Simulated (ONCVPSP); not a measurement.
## nitrogen: excitation energies, all-electron against ONCV

- Element: N
- Generator: ONCVPSP 4.0.1
- Type: optimised norm-conserving Vanderbilt (ONCV)
- Functional: PBE
- Relativity: scalar-relativistic
- Frozen core: [He]
- Valence charge: 5
- Reference configuration: 2s2 2p3
- Partial waves: 2s: rc 0.75 bohr, ncon 3, nbas 6, qcut 7.7 1/bohr, 2 projectors, debl 3.5 Ha; 2p: rc 1.60 bohr, ncon 5, nbas 9, qcut 9.2 1/bohr, 3 projectors, debl 3.9 Ha
- Local potential: polynomial inside 0.70 bohr (lpopt 5, dvloc0 0 Ha)
- Core correction: Teter function, fcfact 2.5, rcfact 1.55

Energies are relative to the spin-unpolarised reference configuration 2s2 2p3; without spin polarisation the order of configurations can differ from experiment. Not all tests gave a result: 1 of 4 tests not solved or not reliable.

| valence configuration | charge | ΔE all-electron (eV) | error AE − PS (meV) |
| --- | --- | --- | --- |
| 2s2 2p2 | +1 | 13.591 | +12 |
| 2s2 2p1 | +2 | 42.445 | +112 |
| 2s2 2p0 | +3 | 89.527 | +506 |

Levels in the configuration 2s2 2p2:

| level | all-electron (eV) | pseudo (eV) |
| --- | --- | --- |
| 2s | -32.462 | -32.456 |
| 2p | -20.688 | -20.652 |
